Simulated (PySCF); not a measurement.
**Excitation energy of La+ by level of theory**

La+ [Xe] 5d2 (3F) → La+ [Xe] 4f1 5d1 (high-spin determinant), as a difference of total energies. Calculation: PySCF 2.14, in def2-TZVPPD with the def2 core potential (46 electrons) (6s5p3d2f1g, 59 functions); scalar relativity through the core potential. Correlated levels: valence: nothing frozen outside the core potential. The calculations carry no spin-orbit coupling.

```tsv
method	excitation energy (cm⁻¹)
UHF	80825
LDA	74096
PBE	73351
PBE0	75931
r2SCAN	76300
TPSS	74113
r2SCAN0	77987
PBEsol	73464
BP86	72978
MP2 (valence)	79019
SCS-MP2 (valence)	79456
```

In the upper state the promoted electron has a positive orbital energy at LDA, PBE, r2SCAN, TPSS, r2SCAN0, PBEsol, BP86, so the basis confines it.

The determinant of the upper state mixes LS terms, which raises its energy above the lowest term, most at the Hartree-Fock and MP2 levels.
